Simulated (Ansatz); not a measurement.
The pair A = CH4 (SMILES C) (first 5 atoms), B = COS (SMILES O=C=S); geometry from B3LYP-D3(BJ)/def2-TZVP.
(charge 0, multiplicity 1):
```xyz
8

C     -0.0497     0.0269     0.1932
H      0.1477    -1.0024     0.4896
H     -0.9991     0.3523     0.6157
H      0.7513     0.6674     0.5596
H     -0.0960     0.0891    -0.8931
O     -1.4001     0.3664     3.5527
C     -0.3246    -0.0204     3.7221
S      1.1290    -0.5432     3.9516
```

Frozen-core correlation. MP2 and its Hartree–Fock in aug-cc-pV(T+d)Z are density fitted.

The values were computed with Ansatz (a quantum-chemistry and plane-wave program) with Gaussian orbitals. 

Total energies (hartree), monomers frozen at their geometry in the pair:

```tsv
structure	HF/aug-cc-pV(D+d)Z	PBE/def2-TZVPPD	MP2/aug-cc-pV(T+d)Z
AB	-550.5035372	-551.7830136	-551.3151382
A in the pair's basis	-40.1997828	-40.4643327	-40.4145371
B in the pair's basis	-510.3047767	-511.3184950	-510.8989852
A	-40.1996319	-40.4643063	-40.4144363
B	-510.3045865	-511.3184624	-510.8985861
```

Problem. Work out the interaction energy without and with the counterpoise correction, and the superposition error, for each level.

Solution. 
E(AB) − E(A) − E(B), times 627.509 kcal/mol, with the monomers in their own basis and then in the pair's basis:
- HF/aug-cc-pV(D+d)Z: 0.43 uncorrected, 0.64 corrected; the monomers gain 0.21 kcal/mol from borrowed functions
- PBE/def2-TZVPPD: -0.15 uncorrected, -0.12 corrected; the monomers gain 0.04 kcal/mol from borrowed functions
- MP2/aug-cc-pV(T+d)Z: -1.33 uncorrected, -1.01 corrected; the monomers gain 0.31 kcal/mol from borrowed functions
